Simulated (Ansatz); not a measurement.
Program: Ansatz. Geometries: PBE0-D4/def2-TZVP. ΔE: electronic, gas phase. CCSD(T)/CBS adds triple-zeta CCSD(T) − MP2 to the extrapolated MP2 energy (def2 sets, frozen cores). This one scheme is used for every species. DFT in def2-TZVPP. For Ge outer-core shells are correlated without core-valence functions, which leaves a few kJ/mol of doubt a bond. Scalar relativity is left out up to krypton. One conformer a species, not always the lowest.

Consider the ligand exchange at the Al–C bond: `C=[C]([AlH2])[GeH3]` + `O[SiH](O)[SiH3]` → `O[SiH]([SiH3])[O][AlH2]` + `C=[CH][GeH3]`.

`C=[C]([AlH2])[GeH3]`:

Z-matrix (Å, degrees):
```
Ge
C 1 1.945
H 1 1.540 2 110.5
H 1 1.542 2 109.6 3 120.5
H 1 1.540 2 110.5 3 -119.0
Al 2 1.942 1 124.8 3 59.3
C 2 1.340 1 118.7 3 -120.7
H 6 1.589 2 117.0 1 179.9
H 6 1.587 2 121.3 1 -0.0
H 7 1.092 2 123.4 1 0.0
H 7 1.091 2 122.0 1 -180.0
```

`O[SiH](O)[SiH3]`:

```xyz
10

O     0.908   -0.777    1.592
Si    0.382   -0.709    0.032
O     1.569   -0.273   -1.024
Si   -1.292    0.903   -0.268
H     1.183    0.044    2.003
H    -0.070   -2.101   -0.229
H     2.306   -0.876   -1.140
H    -0.790    2.241    0.156
H    -2.478    0.567    0.567
H    -1.718    0.981   -1.690
```

`O[SiH]([SiH3])[O][AlH2]`:

Z-matrix (Å, degrees):
```
Si
Si 1 2.342
O 1 1.624 2 110.6
O 1 1.646 2 105.4 3 120.9
H 1 1.492 2 112.8 3 -119.7
H 2 1.490 1 109.7 3 59.4
H 2 1.489 1 110.3 3 -59.6
H 2 1.488 1 111.5 3 179.4
Al 3 1.685 1 169.3 2 12.1
H 4 0.959 1 117.8 2 168.6
H 9 1.579 3 118.2 1 -34.3
H 9 1.579 3 117.6 1 146.3
```

`C=[CH][GeH3]`:

```xyz
9

C    -1.093    1.086   -0.337
C    -0.454    0.310    0.531
Ge    0.968   -0.903    0.018
H    -0.852    1.084   -1.397
H    -1.888    1.759   -0.029
H    -0.738    0.354    1.580
H     2.273   -0.548    0.753
H     1.185   -0.790   -1.499
H     0.599   -2.353    0.379
```

```csv
species,B2PLYP energy (Eh)
`C=[C]([AlH2])[GeH3]`,-2399.27550
`O[SiH](O)[SiH3]`,-732.88200
`O[SiH]([SiH3])[O][AlH2]`,-975.84818
`C=[CH][GeH3]`,-2156.36813
```

(1) Work out ΔE.

Largest T1 diagnostic among the species: 0.013.

## Answers

(1) ΔE = (-975.84818) + (-2156.36813) − (-2399.27550) − (-732.88200) = -0.05881 Eh = -1.60 eV. CCSD(T)/CBS gives -1.55 eV.

From PBE to PBE0 (25 % exact exchange), in def2-TZVPP and without D4, ΔE moves by −0.05 eV. In def2-TZVPP, CCSD(T) changes the Hartree–Fock value by +0.19 eV (the triples alone add +0.04 eV) and MP2 by +0.19 eV.
